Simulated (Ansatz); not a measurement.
Ansatz (a quantum-chemistry and plane-wave program) input:

Ansatz 0.2 input:
```yaml
crystal:
  periodic: [false, false, false]
  atoms:
    - {symbol: C, position_ang: [-1.84654988, 0.17801064, 0.27515393]}
    - {symbol: C, position_ang: [-0.50047735, -0.03177211, -0.19799215]}
    - {symbol: O, position_ang: [-0.20916285, -0.37836689, -1.32634448]}
    - {symbol: O, position_ang: [0.42080695, 0.20361409, 0.76904635]}
    - {symbol: C, position_ang: [1.78530811, 0.01618117, 0.37533574]}
    - {symbol: H, position_ang: [-2.66019230, 0.01830819, -0.41477663]}
    - {symbol: H, position_ang: [-2.03765266, 0.48653027, 1.29178543]}
    - {symbol: H, position_ang: [2.04276713, 0.68685391, -0.44432986]}
    - {symbol: H, position_ang: [2.37891561, 0.24357599, 1.25638025]}
    - {symbol: H, position_ang: [1.95332415, -1.01176415, 0.05434072]}
basis:
  gaussian:
    orbitals: cc-pVQZ
hamiltonian:
  xc: hf
magnetization: {spin_polarized: true, initial_magnetization: 1}
```

Task: What final total energy does it print?

Result: -266.32913 Eh (HF/cc-pVQZ). The basis has 425 functions.

It need not be the lowest isomer of its formula.
